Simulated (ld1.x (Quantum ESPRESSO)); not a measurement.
Reading a pseudo-wave (oxygen)

Columns: radius, all-electron u(r) and pseudo u(r) of the 2p shell (level -43.24 eV) of oxygen in the configuration [He] 2s2 2p2; PBE, scalar-relativistic, PAW scheme, ld1.x (Quantum ESPRESSO) 7.5.

```csv
r (bohr),all-electron,pseudo
0.095,0.1151,0.0126
0.190,0.3280,0.0495
0.285,0.5374,0.1076
0.380,0.7077,0.1826
0.475,0.8313,0.2685
0.570,0.9111,0.3589
0.665,0.9520,0.4472
0.760,0.9609,0.5272
0.855,0.9453,0.5938
0.950,0.9118,0.6433
1.045,0.8659,0.6734
1.140,0.8123,0.6838
1.235,0.7543,0.6756
1.330,0.6947,0.6515
1.425,0.6354,0.6149
1.520,0.5778,0.5701
1.615,0.5229,0.5209
1.710,0.4712,0.4710
1.805,0.4231,0.4231
1.900,0.3787,0.3787
1.995,0.3380,0.3380
2.090,0.3009,0.3009
2.185,0.2672,0.2672
2.280,0.2368,0.2368
2.375,0.2094,0.2094
2.470,0.1847,0.1847
```

Question: How many radial nodes do the two functions have?

Answer: The all-electron 2p function has n − l − 1 = 0; the pseudo-wave has 0.

Question: At about which radius was the pseudo-wave matched?

Answer: 1.90 bohr. The columns agree to 0.0005 from 1.71 bohr on; several derivatives are matched, so the curves merge somewhat inside the radius.

Question: Where does each function peak?

Answer: Outermost all-electron maximum near 0.76 bohr, pseudo maximum near 1.14 bohr (to the table’s step).

Question: Is the pseudo-wave norm-conserving?

Answer: No, it belongs to a PAW set: the norm inside the radius is not constrained, and the difference is carried by the augmentation charge.
